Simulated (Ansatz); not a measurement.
Born–Oppenheimer molecular dynamics of FH6NOSi (10 atoms, charge 0, multiplicity 1). It starts at the highest image of a converged band, a first-order saddle point between two minima.

All numbers below come from UKS PBE-D4/6-31G* in Ansatz.

```
ensemble                      : NVE (velocity Verlet)
time step                     : 0.5 fs
steps asked                   : 200
starting velocities drawn for : 100 K
seed                          : 8334
```

Frames 5 fs apart, positions in Å, forces in eV/Å.

Velocities at 15 fs (Å/ps):

```
Si 0.03 -0.67 -1.33
O 1.12 -1.26 1.04
H 8.18 6.04 8.47
H 9.60 -4.16 -9.35
N -1.87 0.59 1.02
H 13.71 0.74 1.41
F -1.46 1.31 0.92
H -1.63 0.76 -5.65
H 6.21 0.33 -10.19
H -1.19 2.04 4.38
```

```xyz
10
Properties=species:S:1:pos:R:3:forces:R:3 time_fs=15 energy_less_start_eV=0.049 T=53
Si -0.558 -0.040 -0.154 -0.39 0.25 -0.26
O 0.691 -0.902 0.912 0.30 -0.07 0.55
H -0.963 -0.002 -1.604 0.08 0.08 0.05
H -1.683 0.029 0.825 -0.03 -0.06 -0.04
N 0.386 1.433 -0.168 0.05 0.07 -0.63
H 0.234 -1.810 0.353 0.26 -0.39 0.13
F -0.634 -2.005 -0.431 -0.28 0.01 -0.21
H 1.602 -0.673 0.635 0.00 0.08 -0.08
H 0.451 1.982 -1.039 -0.07 -0.12 0.67
H 0.658 1.926 0.682 0.09 0.15 -0.17
10
Properties=species:S:1:pos:R:3:forces:R:3 time_fs=20 energy_less_start_eV=0.035 T=67
Si -0.559 -0.043 -0.162 -0.06 -0.25 -0.11
O 0.700 -0.910 0.921 0.60 -0.33 0.22
H -0.923 0.035 -1.589 -0.10 0.01 -0.47
H -1.666 0.006 0.798 -0.38 0.05 0.28
N 0.377 1.437 -0.167 0.04 -0.56 0.61
H 0.318 -1.834 0.377 -0.14 0.20 0.15
F -0.642 -1.998 -0.428 0.00 0.22 -0.16
H 1.595 -0.658 0.602 -0.03 0.08 0.08
H 0.472 1.967 -1.009 -0.01 0.50 -0.60
H 0.658 1.945 0.669 0.09 0.07 -0.01
10
Properties=species:S:1:pos:R:3:forces:R:3 time_fs=25 energy_less_start_eV=0.018 T=83
Si -0.561 -0.048 -0.171 -1.10 -0.61 -0.43
O 0.717 -0.921 0.934 0.55 0.03 0.31
H -0.899 0.073 -1.653 0.04 -0.09 0.35
H -1.714 -0.006 0.815 0.33 0.09 -0.30
N 0.371 1.436 -0.162 0.48 0.62 -0.50
H 0.380 -1.824 0.435 -0.13 0.15 0.02
F -0.651 -1.988 -0.427 0.04 0.64 -0.15
H 1.587 -0.625 0.585 0.09 -0.03 0.10
H 0.480 2.006 -1.023 -0.26 -0.57 0.58
H 0.676 1.977 0.651 -0.05 -0.22 0.03
10
Properties=species:S:1:pos:R:3:forces:R:3 time_fs=30 energy_less_start_eV=-0.031 T=130
Si -0.572 -0.058 -0.183 -0.56 -0.59 -0.50
O 0.742 -0.931 0.951 0.43 0.78 0.62
H -0.871 0.091 -1.659 -0.06 -0.09 0.15
H -1.708 0.002 0.781 0.01 0.08 0.00
N 0.370 1.440 -0.160 0.07 -0.87 0.70
H 0.411 -1.798 0.491 0.03 -0.43 -0.26
F -0.660 -1.970 -0.427 0.01 0.95 -0.14
H 1.596 -0.602 0.589 0.08 -0.20 0.03
H 0.443 1.980 -0.997 -0.02 0.41 -0.80
H 0.687 1.969 0.648 0.00 -0.05 0.21
10
Properties=species:S:1:pos:R:3:forces:R:3 time_fs=35 energy_less_start_eV=-0.083 T=181
Si -0.586 -0.072 -0.199 0.30 -0.36 0.04
O 0.773 -0.933 0.977 -0.04 -0.23 0.03
H -0.861 0.089 -1.640 -0.23 0.00 -0.49
H -1.702 0.027 0.749 -0.34 0.00 0.31
N 0.372 1.435 -0.154 -0.06 -0.45 -0.63
H 0.453 -1.825 0.506 0.22 0.56 0.21
F -0.668 -1.940 -0.430 0.11 0.90 -0.09
H 1.626 -0.619 0.601 0.05 -0.10 0.01
H 0.394 1.979 -1.037 0.07 -0.28 0.86
H 0.694 1.943 0.676 -0.09 -0.04 -0.26
10
Properties=species:S:1:pos:R:3:forces:R:3 time_fs=40 energy_less_start_eV=-0.182 T=276
Si -0.600 -0.090 -0.216 -0.59 0.03 -0.21
O 0.805 -0.935 1.004 0.45 0.66 0.44
H -0.897 0.086 -1.700 -0.06 0.04 0.31
H -1.751 0.052 0.768 0.36 -0.13 -0.24
N 0.373 1.417 -0.152 -0.24 -1.63 0.23
H 0.536 -1.779 0.552 -0.14 -0.74 -0.09
F -0.674 -1.899 -0.434 0.13 1.00 -0.12
H 1.665 -0.658 0.617 0.00 0.13 0.07
H 0.360 1.971 -0.984 0.07 0.55 -0.62
H 0.687 1.917 0.671 0.03 0.10 0.23
10
Properties=species:S:1:pos:R:3:forces:R:3 time_fs=45 energy_less_start_eV=-0.296 T=387
Si -0.618 -0.108 -0.234 -0.37 0.40 -0.35
O 0.842 -0.931 1.036 0.09 -0.65 -0.12
H -0.950 0.091 -1.708 -0.04 0.10 0.28
H -1.736 0.049 0.749 0.06 -0.10 0.04
N 0.370 1.378 -0.152 0.16 0.08 -0.54
H 0.605 -1.824 0.607 0.10 0.57 0.44
F -0.679 -1.845 -0.439 0.24 0.41 -0.14
H 1.706 -0.669 0.647 -0.05 0.19 0.04
H 0.342 2.016 -0.969 0.00 -0.57 0.52
H 0.675 1.892 0.687 -0.19 -0.41 -0.18
10
Properties=species:S:1:pos:R:3:forces:R:3 time_fs=50 energy_less_start_eV=-0.383 T=470
Si -0.639 -0.122 -0.254 -0.22 0.92 0.06
O 0.882 -0.932 1.069 0.21 0.84 0.71
H -1.018 0.122 -1.666 -0.23 0.20 -0.44
H -1.711 0.025 0.744 -0.30 0.03 0.39
N 0.370 1.334 -0.158 0.17 -0.96 0.02
H 0.684 -1.818 0.729 -0.01 -0.79 -0.26
F -0.681 -1.787 -0.446 0.37 -0.52 -0.26
H 1.736 -0.640 0.687 -0.03 0.01 -0.07
H 0.323 1.995 -0.913 -0.05 0.26 -0.59
H 0.637 1.799 0.700 0.09 -0.01 0.44
10
Properties=species:S:1:pos:R:3:forces:R:3 time_fs=55 energy_less_start_eV=-0.425 T=512
Si -0.663 -0.128 -0.275 -1.42 1.86 0.27
O 0.922 -0.928 1.110 -0.11 -0.66 0.29
H -1.131 0.193 -1.693 -0.03 -0.03 0.23
H -1.733 0.003 0.806 0.30 0.02 -0.25
N 0.373 1.280 -0.165 0.50 0.05 0.04
H 0.782 -1.881 0.833 0.30 0.90 0.15
F -0.678 -1.736 -0.456 0.48 -1.63 -0.51
H 1.759 -0.607 0.709 -0.07 -0.13 -0.10
H 0.297 1.977 -0.918 0.07 -0.29 0.45
H 0.603 1.680 0.759 -0.04 -0.09 -0.56
10
Properties=species:S:1:pos:R:3:forces:R:3 time_fs=60 energy_less_start_eV=-0.487 T=572
Si -0.699 -0.118 -0.293 -1.77 1.73 0.06
O 0.964 -0.926 1.157 0.27 0.84 0.63
H -1.255 0.259 -1.679 0.06 -0.14 0.39
H -1.703 -0.012 0.827 0.05 0.09 -0.07
N 0.384 1.221 -0.172 0.57 -0.52 -0.40
H 0.927 -1.861 0.942 -0.15 -0.92 -0.21
F -0.669 -1.704 -0.473 0.62 -1.92 -0.66
H 1.769 -0.596 0.709 0.01 0.13 -0.06
H 0.283 1.940 -0.875 0.04 0.30 -0.12
H 0.577 1.565 0.754 0.28 0.40 0.45
10
Properties=species:S:1:pos:R:3:forces:R:3 time_fs=65 energy_less_start_eV=-0.615 T=696
Si -0.749 -0.095 -0.311 -1.23 0.18 0.52
O 1.008 -0.921 1.212 0.56 -0.85 0.13
H -1.374 0.300 -1.595 -0.23 0.08 -0.41
H -1.666 -0.007 0.839 -0.39 0.11 0.37
N 0.406 1.159 -0.182 1.01 0.97 0.27
H 1.048 -1.902 1.033 -0.22 0.85 0.13
F -0.653 -1.696 -0.498 0.60 -0.97 -0.60
H 1.770 -0.564 0.697 -0.25 0.02 0.08
H 0.283 1.939 -0.835 0.11 -0.17 0.09
H 0.598 1.507 0.774 0.04 -0.21 -0.57
10
Properties=species:S:1:pos:R:3:forces:R:3 time_fs=70 energy_less_start_eV=-0.759 T=834
Si -0.810 -0.070 -0.324 -1.24 -0.76 0.85
O 1.060 -0.920 1.270 -0.02 0.65 0.74
H -1.532 0.351 -1.578 0.08 -0.03 0.01
H -1.697 0.020 0.907 0.10 -0.02 -0.34
N 0.443 1.108 -0.192 0.35 0.36 -0.89
H 1.125 -1.871 1.132 -0.02 -0.68 -0.24
F -0.629 -1.699 -0.530 0.33 0.51 -0.38
H 1.735 -0.521 0.691 0.11 -0.01 -0.23
H 0.305 1.922 -0.793 0.11 -0.05 -0.19
H 0.644 1.429 0.741 0.21 0.04 0.66
```

Of the whole run (100 fs, mean temperature of the second half 754 K): The conserved energy stayed within 0.054 meV per atom of its start (net change 0.018 meV per atom), so the integration is sound. The kinetic energy rose, since the run started high on the potential surface and went downhill. It ends in pieces (FH4NSi + H2O), so much of that is their flight and rotation, not heat. A run of 0.1 ps of so small a system gives no equilibrium averages. The orbitals were unrestricted but ended closed-shell.

The run took 5 min on 2 threads of Intel(R) Xeon(R) Platinum 8375C CPU @ 2.90GHz (Ice Lake) (shared host), peak memory 0.15 GiB.
